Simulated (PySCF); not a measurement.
**Converging AlBr in the basis (CCSD(T))**

PySCF, RHF reference; singlet, unpaired electrons none; De to Al + Br without counterpoise correction. Frozen cores follow the default of each basis and core potential.

```tsv
basis	relativity	functions	Re (Å)	ωe (cm⁻¹)	De (eV)	frozen orbitals
x2c-SVPall	spin-free X2C	50	2.302	393	4.39	14
def2-TZVPP	no relativity	90	2.315	380	4.56	14
def2-TZVPPD	no relativity	105	2.317	378	4.56	14
```

**Question.** How does each smaller set differ from the one with most functions, def2-TZVPPD?

**Answer.** x2c-SVPall: -1.5 pm, +4.0 % in ωe, -0.17 eV in De; def2-TZVPP: -0.2 pm, +0.5 % in ωe, +0.00 eV in De. All at CCSD(T); the set with most functions is neither the basis-set limit nor always the best. The rows treat relativity differently, so the differences are not basis effects alone.

Correlated steps freeze 14 core orbitals. Correlated levels converge slowly with the basis: in double zeta they bind strong bonds too weakly, by up to about 1 eV, and carry superposition errors of some tenths. Where the molecule has an RHF reference, its open-shell atoms are computed with UHF.
